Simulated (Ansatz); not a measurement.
Z-matrix (Å, degrees):
```
C
C 1 1.510
H 1 1.092 2 110.4
H 1 1.093 2 110.6 3 -120.1
H 1 1.092 2 110.5 3 119.7
O 2 1.412 1 108.8 3 -59.9
H 2 1.101 1 109.9 3 178.8
H 2 1.099 1 110.0 3 61.2
Sb 6 1.979 2 117.7 1 178.6
Si 9 2.601 6 86.6 2 -172.2
N 9 2.012 6 95.4 2 -72.4
H 10 1.490 9 109.8 6 165.8
H 10 1.488 9 109.1 6 -75.9
H 10 1.486 9 111.4 6 44.9
C 11 1.439 9 122.5 6 -54.2
C 11 1.439 9 120.0 6 147.4
H 15 1.099 11 110.2 9 144.3
H 15 1.102 11 112.9 9 -95.8
H 15 1.091 11 110.4 9 25.8
H 16 1.101 11 113.0 9 99.8
H 16 1.093 11 110.6 9 -21.0
H 16 1.099 11 110.6 9 -140.0
```

Total charge 0; spin multiplicity 1. Sb: def2 effective core potential.

(1) List the r2SCAN/def2-TZVPP orbital energies in eV (the Gaussian-basis code of Ansatz). (Estimate.)

Answers

(1) Computed: Occupied: -1790.79, -515.32, -385.26, -274.09, -273.70, -273.58, -272.59, -153.92, -141.28, -105.69, -105.65, -105.54, -96.14, -96.13, -96.12, -34.01, -33.91, -33.82, -33.80, -33.74, -25.77, -23.49, -19.19, -18.45, -16.26, -15.48, -14.36, -13.12, -12.01, -11.73, -11.48, -11.37, -10.54, -10.17, -9.83, -9.39, -9.26, -9.02, -8.73, -8.67, -8.07, -7.41, -6.57, -5.86, -5.16. Lowest empty: -1.45, -1.01, -0.01, 0.73, 1.05, 1.27, 1.53, 1.94.
